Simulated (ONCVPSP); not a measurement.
**Ranking ONCV potentials for chlorine**

All share these settings but for the change named:

| Property | Result |
| --- | --- |
| Element | chlorine (Cl) |
| Generator | ONCVPSP 4.0.1 |
| Type | optimised norm-conserving Vanderbilt (ONCV) |
| Functional | PBE |
| Relativity | scalar-relativistic |
| Frozen core | [Ne] |
| Valence charge | 7 |
| Reference configuration | 3s2 3p5 |
| Partial waves | 3s: rc 1.40 bohr, ncon 5, nbas 9, qcut 4.1 1/bohr, 1 projector; 3p: rc 1.10 bohr, ncon 4, nbas 7, qcut 8.2 1/bohr, 2 projectors, debl 3.6 Ha; d scattering state at 0.27 Ha: rc 1.10 bohr, ncon 5, nbas 9, qcut 7.3 1/bohr, local |
| Local potential | the d channel |
| Core correction | Teter function, fcfact 3, rcfact 1.8 |

Cutoff: the first of the cutoffs (Ha) at which the residual kinetic energy of the hardest occupied pseudo-wave falls to 1 and 0.1 mHa per electron; the density cutoff is not measured.

The base gives 86 Ha.

Of 9 variants that were run, those that failed, showed a ghost or another fault, or gave nearly equal values are left out.

A variant can come out equal or close to the base.

(1) Rank these variants from softest to hardest (loose cutoff).
A. s: ncon 3, nbas 7
B. all radii but the core radius scaled by about 1.31 (s 1.82, p 1.44, d 1.44 bohr)
C. p: qcut 6

## Answers

(1) B (32 Ha), A (58 Ha), C (86 Ha).
